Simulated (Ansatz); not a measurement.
Frontier orbitals of BF$_{2}$H$_{3}$Sn, SMILES `F[B](F)[SnH3]`.

Cartesian coordinates in Å:
```
F 0.387 -1.511 -1.739
B -0.118 -0.381 -1.290
F -0.752 0.372 -2.166
Sn 0.086 0.250 0.878
H 0.948 -0.917 1.770
H -1.458 0.448 1.573
H 0.908 1.740 0.975
```

Charge 0, multiplicity 1. Correlated methods include outer-core shells of Sn, which these sets cover unevenly. Sn takes the def2 core potential. All single points use the PBE0-D4/def2-TZVP geometry. Basis def2-TZVPP, the Gaussian-basis code of Ansatz.

Orbital energies of one run (eV). Highest occupied ones, from the top: -8.41, -9.08, -9.12, -12.04, -12.47, -13.36, -13.92, -14.83, -15.05, -16.36, -27.78, -27.78, -27.87, -27.91. Empty: -1.36, -0.02, 0.35, 0.47, 1.30, 1.53.

(1) Which functional gave them?
A. B3LYP
B. revPBE
C. CAM-B3LYP
D. PBE

## Answers

(1) A. HOMO energies: B3LYP -8.41, CAM-B3LYP -9.96, revPBE -7.28, PBE -7.34 eV.

B3LYP here is the variant with VWN-RPA as its local correlation; programs differ in this.
